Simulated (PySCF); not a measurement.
## Energy of Re²⁺ (rhenium, charge +2) between two integer charges

The 5d alpha orbital of [Xe] 4f14 5d5 is emptied in steps (occupation f), with all orbitals relaxed, ending at [Xe] 4f14 5d4. Computed with PySCF 2.14 in aug-cc-pVTZ-PP with ECP60MDF (6s6p5d3f2g, 88 functions), with a scalar-relativistic core potential. The exact energy is a straight line in f; departures are measured from the line between the end points of the same method.

```csv
f,UHF (eV),LDA (eV),PBE (eV)
1,0.000,0.000,0.000
0.8,0.148,-0.928,-0.911
0.6,0.218,-1.399,-1.371
0.4,0.214,-1.406,-1.376
0.2,0.140,-0.942,-0.920
0,0.000,0.000,0.000
```

Problem. For LDA, how does the orbital energy at f = 1 compare with the removal energy?

Solution. −ε = 22.801 eV against a total-energy difference of 28.563 eV. By Janak's theorem ε = ∂E/∂f, so the gap between them reflects the curvature. Along the path −ε is 25.058 (f = 0.8), 27.360 (f = 0.6), 29.700 (f = 0.4), 32.075 (f = 0.2) eV.

```
method  E(f=0) − E(f=1) (eV)  −ε at f=1 (eV)  −ε at f=0.4 (eV)
   UHF                27.243          28.190            27.044
   LDA                28.563          22.801            29.700
   PBE                28.390          22.725            29.515
```

Reference removal energy between the ground levels: 27 ± 1.6 eV (theoretical estimate listed by NIST; NIST Atomic Spectra Database, ionization energies). The calculation has no spin-orbit coupling. The determinant left behind need not be the lowest term of the ion. UHF lacks correlation.
